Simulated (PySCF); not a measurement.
# TDDFT excited states: C8H6O2

Species: C₈H₆O₂.
InChI=1S/C8H6O2/c1-2-6-4-3-5-7(9)8(6)10/h2-5H,1H2

The calculation used PySCF 2.14.0, density-fitted response routines, TDDFT PBE0/def2-SVPD, vertical, gas phase, core orbitals frozen in the response. Isolated species at its GFN2-xTB geometry (one conformer only). Torsions of this conformer, `[CH2:1]=[CH:2][C:3]1=[CH:4][CH:5]=[CH:6][C:7](=[O:8])[C:9]1=[O:10]`: C1–C2–C3–C4 180°.

What does the calculation give for the low-lying excited states?

| state | E (eV) | λ (nm) | ν̃ (cm⁻¹) | f | symmetry | main configurations (H = HOMO, L = LUMO) |
| --- | --- | --- | --- | --- | --- | --- |
| S1 | 1.75 | 706.6 | 14150 | 0.0000 | – | H-1→L (98%) |
| S2 | 2.39 | 518.4 | 19290 | 0.075 | A′ | H→L (98%) |
| S3 | 3.08 | 402.6 | 24840 | 0.0000 | – | H-2→L (96%) |
| S4 | 4.24 | 292.3 | 34210 | 0.012 | A′ | H-3→L (97%) |
| S5 | 4.82 | 257.3 | 38860 | 0.0000 | – | H-1→L+1 (93%) |
| S6 | 5.41 | 229.0 | 43660 | 0.457 | A′ | H→L+1 (90%) |

Triplets, Tamm–Dancoff:

```csv
state,E (eV),λ (nm),"main configurations (H = HOMO, L = LUMO)"
T1,1.30,951.8,H-1→L (95%)
T2,1.35,917.7,H→L (94%)
```

The lowest singlet comes at 707 nm (169 kJ/mol) in the visible; it is dark (f under 0.0005); its leading configuration is HOMO-1→LUMO (98%). The most intense listed level is S6 at 5.41 eV (229 nm, f = 0.457), 3.66 eV above S1. It is the last of those listed, so stronger ones may follow. Löwdin shares by element: HOMO carbon 63% or more (atoms not listed hold the other 37%); LUMO oxygen 31%, carbon 24% or more (atoms not listed hold the other 46%). The oscillator strengths of these states sum to 0.543; summed over the whole spectrum of an exact calculation they would give the number of electrons, 70 (Thomas–Reiche–Kuhn). Of the 6 states listed, 3 reach f = 0.01 and 3 stay under 0.0005. The listed states span 3.66 eV, and the widest gap between neighbours is 1.16 eV (S3 to S4). 3 computed singlets (S1 to S3) lie in the visible range (380 to 750 nm), the largest f among them at 518 nm, f = 0.075; light of that wavelength is green, and its complementary colour is purple. Symmetry labels in Cs follow from the direction of the transition dipole and are given only for states with f of 0.002 or more. Singlets were solved by full linear response, triplets in the Tamm–Dancoff approximation.
